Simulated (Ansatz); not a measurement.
**Reading a saddle point**

A first-order saddle point of CH$_{6}$GeO, closed shell, PBE0-D4/def2-TZVP, with one imaginary mode of 792i cm⁻¹:

```
atom    x (Å)    y (Å)    z (Å)
 Ge1  -0.2645   0.9872  -0.4257
  O2   1.0342  -0.7639  -0.6874
  C3   0.3889  -1.1031   0.3822
  H4  -0.6561  -0.2926   0.6565
  H5   1.0360   1.7150  -0.0955
  H6  -1.4125   1.8345   0.2490
  H7  -0.7440   0.6082  -1.8218
  H8   0.8691  -0.9782   1.3725
  H9  -0.2513  -2.0071   0.3702
```

Computed with Ansatz 0.2.0 (basis: def2-TZVPP and def2-QZVPP); correlated methods freeze the cores. Filled d shells of the heavier atoms are correlated. The def2 sets are not built for correlating such inner shells, so the correlated values are less sure here. Extrapolation: Hartree–Fock as exp(−7.88 √X), correlation as X^−2.97.

**Question.** Which contacts change along the imaginary mode, and what lies on either side? (A judgement: the text doesn't fix the answer.)

**Answer.** Computed: The step is CH₆GeO ([CH3][O][GeH3]) → CH₂O ([CH2][O]) + GeH₄, with the molecules in contact on both sides. Shortening one way: Ge1–H4; lengthening the same way: Ge1–O2, C3–H4.
```
  pair  one side (Å)  saddle (Å)  other side (Å)
Ge1–H4          3.00        1.72            1.54
Ge1–O2          1.78        2.20            3.26
 C3–H4          1.10        1.35            3.13
```

**Question.** Which side is lower, and how far does the saddle lie above each? (To be estimated.)

**Answer.** Computed: The side with Ge1–O2, C3–H4 short is lower by 28.29 kcal/mol; the saddle lies 72.21 kcal/mol above it and 43.93 kcal/mol above the other (CCSD(T) at an estimated basis limit (MP2 extrapolated from triple and quadruple zeta, plus CCSD(T) − MP2 in triple zeta); electronic energies).

No T1 diagnostic of these runs exceeds 0.015.

Labels in which every atom is bracketed show which atoms are joined, not bond orders.

For scale, one of the runs: CCSD(T)/def2-TZVPP, 194 basis functions (an equivalent command: `ansatz run in.yaml --threads 4`). Time: 49 s of wall clock on 4 CPU threads; the host was shared. Peak host memory: 2.3 GiB.
